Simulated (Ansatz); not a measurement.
`[OH][AlH][CH2]Br`. Charge 0, multiplicity 1. The structure was optimised at the PBE0-D4/def2-TZVP level. It is one conformer, not always the lowest.

```xyz
8

O    -1.045   -0.125   -1.790
Al    0.143    0.485   -0.747
C     0.569   -0.424    0.933
Br   -0.704    0.845    1.815
H    -1.617   -0.865   -1.600
H     0.943    1.759   -1.200
H     0.187   -1.417    1.160
H     1.523   -0.259    1.428
```

(1) What is the dipole moment at ωB97M-V/def2-TZVPP? (Best estimate.)

(2) And with PBE, r2SCAN, B3LYP? (Estimate.)

(3) Give the Mulliken charges with ωB97M-V, B3LYP, PBE in def2-TZVPP. (Estimate.)

Answers

(1) Ansatz gave: 2.42 D, with components (0.54, -2.12, 1.03) D in this frame, pointing from negative to positive charge.

(2) Ansatz gave: PBE 2.32 D, r2SCAN 2.43 D, B3LYP 2.40 D.

(3) Ansatz gave: 
```tsv
atom	ωB97M-V	B3LYP	PBE
O1	-0.40	-0.41	-0.37
Al2	0.55	0.57	0.48
C3	-0.45	-0.37	-0.35
Br4	-0.09	-0.12	-0.10
H5	0.15	0.17	0.17
H6	-0.11	-0.14	-0.12
H7	0.17	0.14	0.14
H8	0.17	0.15	0.15
```

B3LYP here is the variant with VWN-RPA as its local correlation; programs differ in this.
